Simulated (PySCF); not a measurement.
Run record: geometry optimisation, Ta(NEt)(NH2)3 (`CC[N]=[Ta]([NH2])([NH2])[NH2]`).

Computed with PBE0-D3(BJ)/def2-SVP geometry optimisation, gas phase, def2 core potentials past Kr (PySCF 2.14.0). Start geometry: GFN2-xTB. The input is one job of a driver script: a line of settings, then coordinates in Å.

Input:
```
{"job": {"xc": "PBE0", "basis": "def2-SVP", "d3": "d3bj", "grid": 1, "maxiter": 30, "shake": 0.03, "kind": "geom"}, "charge": 0, "multiplicity": 1}
Ta    -0.029470     0.249900    -1.140510
N     -0.166120     0.375650     0.629540
C     -0.204040     0.293090     2.014650
C      0.413500    -1.084580     2.494690
H      0.524740     1.040830     2.429710
H     -1.165010     0.512270     2.426680
H      0.355230    -1.154910     3.591460
H     -0.318160    -1.826500     2.094980
H      1.304960    -1.271980     2.177060
N      1.839080     0.265810    -1.636320
H      2.141730     0.258160    -2.603400
H      2.687860     0.274230    -1.057420
N     -1.097300     2.027350    -1.795180
H     -1.475290     2.752080    -1.200920
H     -1.149560     2.201770    -2.745780
N     -1.043740    -1.295900    -1.715400
H     -1.474920    -2.029420    -1.189400
H     -1.199800    -1.570930    -2.696690
```

**Question.** What does the run print?

**Answer.** 
```
step   0  E = -358.37835599  max force = 0.165678
step   1  E = -358.41513978  max force = 0.052714
step   2  E = -358.41845751  max force = 0.023091
step   3  E = -358.42135920  max force = 0.011640
step   4  E = -358.42166358  max force = 0.004416
step   5  E = -358.42173914  max force = 0.001513
step   6  E = -358.42178179  max force = 0.001122
step   7  E = -358.42179365  max force = 0.000717
step   8  E = -358.42180164  max force = 0.000245
optimisation converged
```

Energies in Eh; «max force» is the largest Cartesian gradient component in Eh/bohr.

**Question.** How much energy does the optimisation release, in kcal/mol?

**Answer.** E(step 0) − E(last step) = 0.043446 Eh, which is 27.3 kcal/mol.

**Question.** Give the first gradient maximum in eV/Å.

**Answer.** With 1 Eh/bohr = 51.422 eV/Å, 8.520 eV/Å.

Main results: final energy -358.42180 Eh after 8 steps; dipole 1.67 D.

**Question.** How long does this job take on an AMD EPYC 7B13 with one thread, no GPU, on a shared host? And the peak memory of the process?

**Answer.** About 2.9 min, with 0.72 GiB resident at the peak, the Python interpreter and its libraries included.
Labels such as C1 count atoms from 1, the log's own numbers from 0.
